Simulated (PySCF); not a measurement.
CH₈FNOSi₂, SMILES C(F)[Si@H](O)[SiH2]N.

The structure is a stationary point at PBE0-D3(BJ)/def2-SVP. The structure was generated by enumeration; whether it is a known compound was not checked. One conformer was computed; it need not be the lowest.

Two levels are set side by side: TDDFT-PBE/def2-SVPD (PySCF) and TDDFT-LC-ωPBE/def2-SVPD (PySCF). Vertical, same geometry. The lowest singlet is HOMO→LUMO 99 % with PBE and HOMO→LUMO 71 %, HOMO→LUMO+1 15 % with the other functional; states are paired by order. Differences are taken from unrounded values.

| quantity | TDDFT-PBE |
|---|---|
| lowest singlet excitation (eV) | 4.36 |
| lowest triplet excitation (TDA) (eV) | 4.03 |
| first bright state (f over 0.05) (eV) | 6.49 |
| its oscillator strength | 0.05 |

Q: These are the TDDFT-PBE values. What does TDDFT-LC-ωPBE give? (The exact figures need the calculation; the answer reports its results.)

A: 
```tsv
quantity	TDDFT-LC-ωPBE	TDDFT-PBE minus TDDFT-LC-ωPBE
lowest singlet excitation (eV)	5.87	-1.52
lowest triplet excitation (TDA) (eV)	5.20	-1.18
first bright state (f over 0.05) (eV)	7.95	-1.47
its oscillator strength	0.09	-0.04
```

A lower first singlet is the usual sign of a functional without exact exchange. Differences between two approximate levels are no errors against the true value.

Rough cost on one machine, each run with all the roots and properties that it gave: TDDFT-LC-ωPBE against TDDFT-PBE about 6 times.
